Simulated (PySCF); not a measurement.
C₄H₄O₂S.
Bonds: O1–S2 (double), S2–O3 (double), S2–C4, C4–C5 (double), C5–C6, C6–C7 (double), S2–C7. Hydrogens: H8 on C4; H9 on C5; H10 on C6; H11 on C7.

The same species was optimised twice, with GFN2-xTB and with PBE0-D3(BJ)/def2-SVP (PySCF), and the same property calculations (PySCF, gas phase) were run on both structures.

| coordinate | GFN2-xTB | PBE0-D3(BJ)/def2-SVP | change |
| --- | --- | --- | --- |
| S2=O3 (Å) | 1.436 | 1.457 | +0.021 |
| O1=S2 (Å) | 1.436 | 1.457 | +0.021 |
| S2–C7 (Å) | 1.803 | 1.786 | -0.017 |
| S2–C4 (Å) | 1.803 | 1.787 | -0.016 |
| C5–C6 (Å) | 1.464 | 1.480 | +0.016 |
| C4=C5 (Å) | 1.324 | 1.337 | +0.013 |
| C6=C7 (Å) | 1.324 | 1.336 | +0.012 |
| O1–S2–O3 (°) | 117.8 | 120.1 | +2.3 |
| S2–C7–C6 (°) | 108.3 | 109.7 | +1.4 |
| S2–C4–C5 (°) | 108.3 | 109.7 | +1.4 |
| C5–C6–C7 (°) | 115.5 | 114.1 | -1.4 |
| C4–C5–C6 (°) | 115.5 | 114.2 | -1.3 |
| O3–S2–C7 (°) | 110.9 | 110.0 | -0.9 |
| O3–S2–C4 (°) | 110.9 | 110.2 | -0.7 |
| O1–S2–C7 (°) | 111.0 | 110.3 | -0.7 |

Rotational constants: A = 4352, B = 2248, C = 2069 MHz (GFN2-xTB) against A = 4270, B = 2225, C = 2075 MHz (PBE0-D3(BJ)/def2-SVP). Point groups within 0.08 Å: C2v and C2v. Atoms that the bonding makes alike are paired by their places after alignment.

On the GFN2-xTB structure: lowest singlet, TDDFT (eV) 4.43 [CAM-B3LYP/def2-SVPD]; lowest triplet, Tamm–Dancoff (eV) 2.75 [CAM-B3LYP/def2-SVPD]; isotropic polarisability (au) 66.7 [CAM-B3LYP/def2-SVPD]; HOMO (eV) -9.21 [CAM-B3LYP/def2-SVPD]; LUMO (eV) -1.48 [CAM-B3LYP/def2-SVPD]; dipole (D) 5.33 [CAM-B3LYP/def2-SVPD]; HOMO (eV) -7.83 [PBE0/pcSseg-1]; LUMO (eV) -2.53 [PBE0/pcSseg-1]; dipole (D) 4.88 [PBE0/pcSseg-1]; GIAO shielding of O1/O3 (mean) (ppm) 158.6 [PBE0/pcSseg-1]; GIAO shielding of S2 (ppm) 162.1 [PBE0/pcSseg-1]; GIAO shielding of C4/C7 (mean) (ppm) 43.8 [PBE0/pcSseg-1]; GIAO shielding of C5/C6 (mean) (ppm) 53.4 [PBE0/pcSseg-1].

**Question.** What do these properties become on the PBE0-D3(BJ)/def2-SVP structure?

**Answer.** 
```json
{"property": "lowest singlet, TDDFT (eV)", "level": "CAM-B3LYP/def2-SVPD", "on GFN2-xTB": "4.43", "on PBE0-D3(BJ)/def2-SVP": "4.31", "change": "-0.12"}
{"property": "lowest triplet, Tamm–Dancoff (eV)", "level": "CAM-B3LYP/def2-SVPD", "on GFN2-xTB": "2.75", "on PBE0-D3(BJ)/def2-SVP": "2.64", "change": "-0.11"}
{"property": "isotropic polarisability (au)", "level": "CAM-B3LYP/def2-SVPD", "on GFN2-xTB": "66.7", "on PBE0-D3(BJ)/def2-SVP": "67.9", "change": "+1.2"}
{"property": "HOMO (eV)", "level": "CAM-B3LYP/def2-SVPD", "on GFN2-xTB": "-9.21", "on PBE0-D3(BJ)/def2-SVP": "-9.17", "change": "+0.04"}
{"property": "LUMO (eV)", "level": "CAM-B3LYP/def2-SVPD", "on GFN2-xTB": "-1.48", "on PBE0-D3(BJ)/def2-SVP": "-1.56", "change": "-0.08"}
{"property": "dipole (D)", "level": "CAM-B3LYP/def2-SVPD", "on GFN2-xTB": "5.33", "on PBE0-D3(BJ)/def2-SVP": "5.32", "change": "-0.01"}
{"property": "energy, GFN2-xTB geometry as zero (kcal/mol)", "level": "CAM-B3LYP/def2-SVPD", "on GFN2-xTB": "0.0", "on PBE0-D3(BJ)/def2-SVP": "-2.1", "change": "-2.1"}
{"property": "HOMO (eV)", "level": "PBE0/pcSseg-1", "on GFN2-xTB": "-7.83", "on PBE0-D3(BJ)/def2-SVP": "-7.79", "change": "+0.04"}
{"property": "LUMO (eV)", "level": "PBE0/pcSseg-1", "on GFN2-xTB": "-2.53", "on PBE0-D3(BJ)/def2-SVP": "-2.60", "change": "-0.07"}
{"property": "dipole (D)", "level": "PBE0/pcSseg-1", "on GFN2-xTB": "4.88", "on PBE0-D3(BJ)/def2-SVP": "4.86", "change": "-0.02"}
{"property": "energy, GFN2-xTB geometry as zero (kcal/mol)", "level": "PBE0/pcSseg-1", "on GFN2-xTB": "0.0", "on PBE0-D3(BJ)/def2-SVP": "-2.0", "change": "-2.0"}
{"property": "GIAO shielding of O1/O3 (mean) (ppm)", "level": "PBE0/pcSseg-1", "on GFN2-xTB": "158.6", "on PBE0-D3(BJ)/def2-SVP": "157.6", "change": "-1.0"}
{"property": "GIAO shielding of S2 (ppm)", "level": "PBE0/pcSseg-1", "on GFN2-xTB": "162.1", "on PBE0-D3(BJ)/def2-SVP": "156.9", "change": "-5.2"}
{"property": "GIAO shielding of C4/C7 (mean) (ppm)", "level": "PBE0/pcSseg-1", "on GFN2-xTB": "43.8", "on PBE0-D3(BJ)/def2-SVP": "41.4", "change": "-2.4"}
{"property": "GIAO shielding of C5/C6 (mean) (ppm)", "level": "PBE0/pcSseg-1", "on GFN2-xTB": "53.4", "on PBE0-D3(BJ)/def2-SVP": "51.6", "change": "-1.8"}
```

The heavy atoms differ by 0.022 Å rms after alignment (one structure mirrored). Among bonds between heavy atoms O1=S2 and S2=O3 change most and about equally (+0.021 Å). Changes are differences of the printed values. Neither structure is proved a minimum here.
